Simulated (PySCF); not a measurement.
SMILES [Cl][GeH][Cl] (HCl2Ge), doublet at its CAM-B3LYP/def2-SVP optimised geometry (Å):

```
4

Cl     1.4230    -1.0261     0.0000
Ge    -0.7398    -1.0261     0.0000
Cl    -1.4230     1.0261     0.0000
H     -1.2018    -1.6671     1.3396
```

Level of theory: unrestricted CAM-B3LYP/def2-TZVP (PySCF 2.14.0).

Map of the log10 of the electron density (e/bohr³), floored at −4 on the plane z = 1.0 Å:

```
|                               |
|                               |
|     ...:::...                 |
|    .:::---:::..               |
|  ..:---===---:..              |
|  .:-===+++===-:.              |
| .:-==++***++==-:.             |
|.:-==+**###**+==-:.            |
|.:-=+*###%##**+=-:.            |
|.:-=+*#%%%%%#*+=--:.           |
|:-=+*##%%%%%#**+=-::.....      |
|:-=+*##%%%%%##*+=--::::::..    |
|:-=+**#%%%%%#**+=--------::.   |
|.:-=+*##%%%##*++=========-::.  |
|.:-=+**######*++++++++++==-::. |
|.:--=+**####***+++******++=-:. |
| .:-==+**####******#####*+==-:.|
| .:--=+**#####****##%%%##*+=-:.|
| ..:-=+*##%%%######%%%%%#*+=-:.|
|  .:-=+*#%%%%%#####%%%%%#*+=-:.|
|  .:=+*#%%@@@%#####%%%%%#*+=-:.|
|  .-=+*#%@@@@%#####%%%%%#*+=-:.|
|  .-=+*#%@@@@%##**##%%%##*+=-:.|
|  .:=+*#%@@@%%#****####**+=--: |
|  .:-=+*#%%%%#*++++*****++=-:. |
|  .:-=+**####*++==++++++==-:.  |
|   .:-=++***++==--======--::.  |
|    .:-==+++==----------::..   |
|    ..:---=---::::::::::..     |
|      .:::::::..........       |
|       .......                 |
```
Scale: ten equal steps from -4.00 (start of ' ') to -0.778 (end of '@'), in the order ' .:-=+*#%@'; x runs from -3.50 to 3.50, y from -3.50 (bottom) to 3.50 (top).
